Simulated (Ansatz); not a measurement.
`C/C=[CH]/[AlH2]` + H₂ → `C=CC` + `[AlH3]` at 600 K and 1 bar (hydrogenolysis of a C–Al bond).

Calculated with Ansatz (gas phase, PBE0-D4/def2-TZVP geometries, no zero-point term in ΔE). CBS: MP2 limit from def2 TZ/QZ plus the TZ coupled-cluster correction, frozen cores. This one scheme is used for every species.

| species | CCSD(T)/CBS energy (Eh) | H − E (kJ/mol) | S (J/(mol·K)) |
| --- | --- | --- | --- |
| `C/C=[CH]/[AlH2]` | -360.34981 | 275.9 | 408.7 |
| H₂ | -1.17544 | 43.9 | 150.8 |
| `C=CC` | -117.74610 | 248.6 | 323.1 |
| `[AlH3]` | -243.78045 | 74.2 | 242.3 |

H − E and S are ideal-gas, rigid-rotor, harmonic terms from PBE0-D4/def2-TZVP. The MP2-based limit puts H₂ 0.8 mEh under its directly extrapolated value; such offsets cancel only in part. 1 Eh = 2625.50 kJ/mol, R = 8.31446 J/(mol·K).

Problem. By hand: ΔE, ΔH, ΔS and ΔG.

Solution. ΔE = (-117.74610) + (-243.78045) − (-360.34981) − (-1.17544) = -0.00130 Eh = -3.4 kJ/mol. Δ(H − E) = 248.6 + 74.2 − 275.9 − 43.9 = 3.0, so ΔH = -0.4 kJ/mol. ΔS = 323.1 + 242.3 − 408.7 − 150.8 = 5.9 J/(mol·K). ΔG = -0.4 − 600 × (5.9)/1000 = -3.9 kJ/mol.

Problem. By hand: the equilibrium constant, and the temperature at which ΔG would vanish if ΔH and ΔS stayed fixed.

Solution. log₁₀ K = −ΔG/(RT ln 10) = 0.3. ΔH and −TΔS have one sign here, so there is no such temperature. One of them is within its doubt of zero, so this could turn.

TΔS isn't small against ΔH here. The sign of ΔG lies within the doubt. A doubt of 5 kJ/mol in ΔE shifts log₁₀ K by 0.4 here. These are equilibria of isolated gas molecules and say nothing of rates. Largest T1 diagnostic: 0.011 (customary marks: 0.02 for closed shells, 0.045 for open ones).
